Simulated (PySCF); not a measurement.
## Optical rotation: `InChI=1S/C4H12BOP/c1-4(3-6)5(2)7/h3-5H,1-2,7H3/t4-,5+/m1/s1`

Geometry:
```json
{"atom": "C1", "x (Å)": "1.416", "y (Å)": "1.298", "z (Å)": "0.575"}
{"atom": "B2", "x (Å)": "0.585", "y (Å)": "-0.089", "z (Å)": "0.457"}
{"atom": "P3", "x (Å)": "1.445", "y (Å)": "-1.154", "z (Å)": "-0.961"}
{"atom": "C4", "x (Å)": "-0.979", "y (Å)": "0.159", "z (Å)": "-0.149"}
{"atom": "C5", "x (Å)": "-1.951", "y (Å)": "0.815", "z (Å)": "0.818"}
{"atom": "C6", "x (Å)": "-1.361", "y (Å)": "-1.172", "z (Å)": "-0.570"}
{"atom": "O7", "x (Å)": "-0.666", "y (Å)": "-1.851", "z (Å)": "-1.325"}
{"atom": "H8", "x (Å)": "0.973", "y (Å)": "1.964", "z (Å)": "1.312"}
{"atom": "H9", "x (Å)": "1.461", "y (Å)": "1.850", "z (Å)": "-0.364"}
{"atom": "H10", "x (Å)": "2.442", "y (Å)": "1.119", "z (Å)": "0.894"}
{"atom": "H11", "x (Å)": "0.589", "y (Å)": "-0.756", "z (Å)": "1.444"}
{"atom": "H12", "x (Å)": "1.376", "y (Å)": "-0.771", "z (Å)": "-2.279"}
{"atom": "H13", "x (Å)": "1.489", "y (Å)": "-2.525", "z (Å)": "-1.070"}
{"atom": "H14", "x (Å)": "2.837", "y (Å)": "-0.990", "z (Å)": "-0.826"}
{"atom": "H15", "x (Å)": "-0.830", "y (Å)": "0.790", "z (Å)": "-1.029"}
{"atom": "H16", "x (Å)": "-2.929", "y (Å)": "0.959", "z (Å)": "0.360"}
{"atom": "H17", "x (Å)": "-1.573", "y (Å)": "1.786", "z (Å)": "1.126"}
{"atom": "H18", "x (Å)": "-2.071", "y (Å)": "0.203", "z (Å)": "1.709"}
{"atom": "H19", "x (Å)": "-2.262", "y (Å)": "-1.628", "z (Å)": "-0.130"}
```

Level of theory: PySCF, TDDFT B3LYP/def2-SVPD circular dichroism and optical rotation, one conformer, gas phase. Geometry: GFN2-xTB.

The molecule is flexible and this is one conformer; a measurement averages over conformers. States above about 7.2 eV (minus the energy of the highest occupied orbital) lie near or above the ionisation threshold and depend on the basis.

Stereocentres: B2 S, C4 R.

**Question.** What is the specific rotation at 633, 589.3, 546, 436, 405, 365, 355 nm?

**Answer.** [α] in deg dm⁻¹ (g/mL)⁻¹:
| λ (nm) | origin-invariant length gauge | modified velocity gauge | length gauge (centre of mass) | isotropic polarisability (au) |
| --- | --- | --- | --- | --- |
| 633 | +185.7 | +172.2 | +183.8 | 97.8 |
| 589.3 | +224.9 | +209.3 | +222.7 | 98.2 |
| 546 | +278.6 | +260.4 | +275.9 | 98.8 |
| 436 | +568.5 | +541.7 | +563.5 | 101.1 |
| 405 | +747.5 | +718.9 | +741.1 | 102.2 |
| 365 | +1162.8 | +1138.4 | +1153.1 | 104.2 |
| 355 | +1329.0 | +1309.4 | +1318.0 | 104.9 |

**Question.** And for the mirror image at 589.3 nm?

**Answer.** -224.9 deg dm⁻¹ (g/mL)⁻¹ (origin-invariant length gauge): the same size and the opposite sign.

**Question.** What is the molar rotation [Φ] = [α]·M/100 of the geometry above at 589.3 nm?

**Answer.** With M = 117.92 g/mol, +265.3 deg cm² dmol⁻¹ (origin-invariant length gauge).

The first excitation lies at 4.36 eV (284 nm) with R = +4.0 × 10⁻⁴⁰ esu² cm² (velocity form).
